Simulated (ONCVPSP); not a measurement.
## An all-electron radial function and its pseudo partner (tantalum)

Columns: radius, all-electron u(r) and pseudo u(r) of the 5d shell (level -3.80 eV) of tantalum in the configuration [Kr] 4d10 4f14 5s2 5p6 5d3 6s1.75 6p0.25; BLYP, scalar-relativistic, ONCV scheme, ONCVPSP 4.0.1.

| r (bohr) | all-electron | pseudo |
| --- | --- | --- |
| 0.148 | 0.1698 | 0.0034 |
| 0.296 | -0.2068 | 0.0259 |
| 0.444 | -0.2847 | 0.0800 |
| 0.592 | -0.0954 | 0.1680 |
| 0.740 | 0.1507 | 0.2812 |
| 0.888 | 0.3621 | 0.4040 |
| 1.036 | 0.5164 | 0.5188 |
| 1.184 | 0.6172 | 0.6113 |
| 1.332 | 0.6752 | 0.6741 |
| 1.480 | 0.7015 | 0.7065 |
| 1.628 | 0.7056 | 0.7133 |
| 1.776 | 0.6944 | 0.7015 |
| 1.924 | 0.6733 | 0.6781 |
| 2.072 | 0.6460 | 0.6485 |
| 2.220 | 0.6150 | 0.6159 |
| 2.368 | 0.5821 | 0.5823 |
| 2.516 | 0.5486 | 0.5486 |
| 2.664 | 0.5153 | 0.5152 |
| 2.812 | 0.4827 | 0.4826 |
| 2.960 | 0.4511 | 0.4511 |
| 3.108 | 0.4209 | 0.4209 |
| 3.256 | 0.3922 | 0.3922 |
| 3.404 | 0.3650 | 0.3650 |
| 3.552 | 0.3393 | 0.3393 |
| 3.700 | 0.3152 | 0.3152 |
| 3.848 | 0.2926 | 0.2926 |

Task: How many radial nodes do the two functions have?

Result: The all-electron 5d function has n − l − 1 = 2; the pseudo-wave has 0, since the states of the same l below it are removed with the core.

Task: At about which radius was the pseudo-wave matched?

Result: 2.80 bohr. The columns agree to 0.0005 from 2.37 bohr on; several derivatives are matched, so the curves merge somewhat inside the radius.

Task: Is the pseudo-wave norm-conserving?

Result: Yes: the ONCV scheme keeps the norm inside the radius equal to the all-electron one, which fixes the energy derivative of the logarithmic derivative at the level.
